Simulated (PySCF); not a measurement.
C₂H₆GeSi.

```xyz
10

C     -1.1196     1.3911     0.0000
C     -1.5082     0.0933     0.0000
Ge     0.1772    -0.9515     0.0000
Si     0.7744     1.3756     0.0000
H     -1.8306     2.2283     0.0000
H     -2.5573    -0.2310     0.0000
H      0.3966    -1.8278    -1.2538
H      0.3966    -1.8278     1.2538
H      1.4240     1.9697     1.2075
H      1.4240     1.9697    -1.2075
```

The structure is a stationary point at B3LYP-D3(BJ)/def2-SVP. This is a generated structure with no PubChem entry under its InChIKey; it may be hypothetical.

Computed with PBE0/pcSseg-1 (PySCF). Non-relativistic, no solvent.

Question: Give the absolute GIAO shielding of each atom: isotropic value and principal components (ppm). (Estimate from the structure and the level; the computed values follow.)

Answer: 
```csv
atom,σ(iso),σ11,σ22,σ33,span
C1,19.0,-87.3,1.8,142.6,229.9
C2,8.2,-97.2,-14.9,136.5,233.7
Ge3,1513.5,1434.0,1468.7,1637.8,203.8
Si4,387.3,330.9,373.1,457.8,126.9
H5,24.1,23.1,23.9,25.2,2.1
H6,23.7,23.2,23.3,24.5,1.3
H7,26.4,21.2,21.5,36.6,15.4
H8,26.4,21.2,21.5,36.6,15.4
H9,26.3,23.6,24.2,31.0,7.4
H10,26.3,23.6,24.2,31.0,7.4
```
